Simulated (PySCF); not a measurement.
C3H12Si3, SMILES C=CC([SiH3])([SiH3])[SiH3].

Geometry: PBE-D3(BJ)/def2-SVP. The structure was generated by enumeration, and PubChem lists no compound with its InChIKey, so it may never have been made. Other conformers were not sampled.

The numbers are results of TDA-PBE/def2-SVPD (PySCF), not measurements.

Vertical excitations.  State labels are in the subgroup Cs.

```
state  symmetry  energy (eV)  λ (nm)      f                          main pairs
-----  --------  -----------  ------  -----  ----------------------------------
S1           A"         5.57     223  0.003                    HOMO→LUMO+1 99 %
S2           A'         5.91     210  0.111    HOMO→LUMO 52 %, HOMO→LUMO+3 38 %
S3           A"         5.96     208  0.002  HOMO→LUMO+2 72 %, HOMO−1→LUMO 26 %
S4           A"         5.97     208  0.001  HOMO−1→LUMO 73 %, HOMO→LUMO+2 26 %
S5           A"         6.15     202  0.052                    HOMO→LUMO+4 99 %
S6           A"         6.30     197  0.004                   HOMO→LUMO+5 100 %
T1           A'         4.07     305      0                      HOMO→LUMO 95 %
T2           A"         5.44     228      0                   HOMO→LUMO+1 100 %
```
Triplets are in the Tamm–Dancoff approximation.
